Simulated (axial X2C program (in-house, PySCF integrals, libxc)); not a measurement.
## Ionising OsH

Computed with an axial X2C code built on PySCF integrals, spin-free (one-electron X2C) or two-component (2c: spin–orbit coupling with atomic mean-field Coulomb and Gaunt terms, which also bring small scalar terms), in Dyall basis sets with cores contracted in-house; open shells are unrestricted.

Basis sets: H dyall-v3z, Os dyall-cv3z. Frozen shells (counts by l): OsH Os 5s4p2d1f, H none, 9 electrons correlated; OsH⁺ Os 5s4p2d1f, H none, 8 electrons correlated. Coupled cluster in natural virtuals with an MP2 remainder. Where the outer core of a metal is frozen, bonds come out longer and ionisation energies lower.

```json
{"Hamiltonian": "spin-free", "level": "HF", "OsH state": "M_S = 3/2, Λ = 0", "Re (Å)": "1.616", "ωe (cm⁻¹)": "2111.8", "De (eV)": "1.09"}
{"Hamiltonian": "spin-free", "level": "PBE0", "OsH state": "M_S = 3/2, Λ = 0", "Re (Å)": "1.580", "ωe (cm⁻¹)": "2245.4", "De (eV)": "2.72"}
{"Hamiltonian": "spin-free", "level": "MP2", "OsH state": "M_S = 3/2, Λ = 0", "Re (Å)": "1.565", "ωe (cm⁻¹)": "2320.2", "De (eV)": "2.37"}
{"Hamiltonian": "spin-free", "level": "CCSD", "OsH state": "M_S = 3/2, Λ = 0", "Re (Å)": "1.586", "ωe (cm⁻¹)": "2227.8", "De (eV)": "2.36"}
{"Hamiltonian": "spin-free", "level": "CCSD(T)", "OsH state": "M_S = 3/2, Λ = 0", "Re (Å)": "1.586", "ωe (cm⁻¹)": "2225.9", "De (eV)": "2.43"}
{"Hamiltonian": "2c", "level": "PBE0", "OsH state": "Ω = 5/2", "Re (Å)": "1.578", "ωe (cm⁻¹)": "2256.4", "De (eV)": "2.58"}
```

Adiabatic ionisation energy (minimum to minimum, no zero-point term) and constants of OsH⁺:

| Hamiltonian | level | OsH⁺ state | IE (eV) | Re (Å) | ωe (cm⁻¹) | De (eV) | fragments |
| --- | --- | --- | --- | --- | --- | --- | --- |
| spin-free | HF | M_S = 2, Λ = 1 | 6.20 | 1.623 | 2032.4 | 1.39 | Os+ + H |
| spin-free | PBE0 | M_S = 2, Λ = 1 | 7.94 | 1.588 | 2233.8 | 2.88 | Os+ + H |
| spin-free | MP2 | M_S = 2, Λ = 1 | 7.82 | 1.571 | 2349.9 | 2.61 | Os+ + H |
| spin-free | CCSD | M_S = 2, Λ = 1 | 7.67 | 1.594 | 2217.6 | 2.77 | Os+ + H |
| spin-free | CCSD(T) | M_S = 2, Λ = 1 | 7.79 | 1.594 | 2213.5 | 2.85 | Os+ + H |
| 2c | PBE0 | Ω = 3 | 7.86 | 1.591 | 2220.7 | 2.83 | Os+ + H |

(1) Add the zero-point terms to the ionisation energy at PBE0, 2c, and say whether the electron removed was bonding.

(2) Close the cycle De(OsH⁺) + IE(OsH) = De(OsH) + IE(Os) to find the atomic ionisation energy at PBE0, 2c.

Each entry is the lowest single determinant of a limited PBE0 search at one distance. De goes to single-determinant-based atoms at the same level (for ions the charge split of lowest energy) and is withheld (n/a) where an atom does not fit its ground term or J level. Main or longest-lived isotopes. One determinant is a doubtful description, or other states lie close, for OsH, OsH⁺; these need not be ground states, and all values refer to the states named. Some open-shell Ω = 0 determinants are out of reach, so the Ω given for OsH⁺ need not be the lowest component. With several unpaired electrons the Ω given is that of one determinant, not necessarily of the lowest component. The functionals have no current term, which raises determinants with orbital currents.

Results:

(1) IE0 = IE + (ωe⁺ − ωe)/2 = 7.86 + (-0.002) = 7.86 eV. Re changes by 0.013 Å, so the electron was nearly non-bonding.

(2) IE(Os) = 2.83 + 7.86 − 2.58 = 8.11 eV, for the determinants used.
